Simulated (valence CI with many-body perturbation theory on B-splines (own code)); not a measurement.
**Forbidden lines of Sm41+**

Level of theory: configuration interaction combined with many-body perturbation theory (CI+MBPT): three valence electrons over a frozen Dirac-Fock core [Ar], radial functions for each j: 9 s, 9 p, 10 d, 8 f, 5 g, 3 h, 1 i, with the one-electron correlation potential Σ1 (screened to all orders), the two-electron term Σ2, the three-electron term Σ3, Breit, model QED; selected single and double excitations, second order for the rest (own B-spline code, finite nucleus).

No measured spectrum was set against this ion. As an estimate, large intervals hold to a few tenths of a per cent, small ones and those within an open d or f shell to about a per cent. Only levels of the ground parity were solved; by the run's estimate the other parity begins above the list, which can be wrong where configurations are misplaced.

Lines 51 to 61 of 61 in falling wavelength, among levels below 949010 cm⁻¹, chosen from the decays that carry over 1 % of a level's rate. Wavelengths and rates use the calculated energies. S is in atomic units (e²a₀⁴ for E2 and M2, e²a₀⁶ for E3), for M1 in squared Bohr magnetons. Weak lines are less certain than strong ones. Lines between different terms over intervals too small for the method are left out, as are lines whose strength nearly cancels. The highest levels of a list are the least certain.

Levels are named by their leading jj configuration (3d3/2^4 stands for four electrons in 3d with j = 3/2), which in mixed levels can hold well under half, so a name can repeat and another be missing. Letters in brackets count levels of one name in rising energy.

```tsv
λ vac (nm)	Upper	Lower	Type	A (s⁻¹)	S (a.u.)
24.47	(3d3/2^2 3d5/2) J=5/2 [b]	(3d3/2^3) J=3/2	M1	2.44e+04	7.94e-02
24.09	(3d3/2 3d5/2^2) J=7/2 [b]	(3d3/2^2 3d5/2) J=5/2 [a]	M1	1.77e+04	7.33e-02
22.43	(3d5/2^3) J=5/2	(3d3/2 3d5/2^2) J=7/2 [a]	M1	1.33e+05	3.33e-01
21.18	(3d3/2 3d5/2^2) J=3/2 [b]	(3d3/2^2 3d5/2) J=3/2	M1	4.26e+04	6.00e-02
19.85	(3d5/2^3) J=5/2	(3d3/2^2 3d5/2) J=5/2 [b]	M1	2.62e+04	4.56e-02
19.32	(3d3/2 3d5/2^2) J=3/2 [b]	(3d3/2^2 3d5/2) J=5/2 [a]	M1	8.34e+04	8.92e-02
19.06	(3d3/2 3d5/2^2) J=3/2 [a]	(3d3/2^3) J=3/2	M1	8.66e+03	8.90e-03
17.64	(3d3/2 3d5/2^2) J=5/2 [a]	(3d3/2^3) J=3/2	M1	5.68e+03	6.94e-03
17.42	(3d5/2^3) J=3/2	(3d3/2^2 3d5/2) J=1/2	M1	6.18e+03	4.85e-03
16.58	(3d3/2 3d5/2^2) J=5/2 [b]	(3d3/2^3) J=3/2	M1	2.57e+03	2.60e-03
16.50	(3d5/2^3) J=3/2	(3d3/2^2 3d5/2) J=3/2	M1	6.11e+03	4.07e-03
```
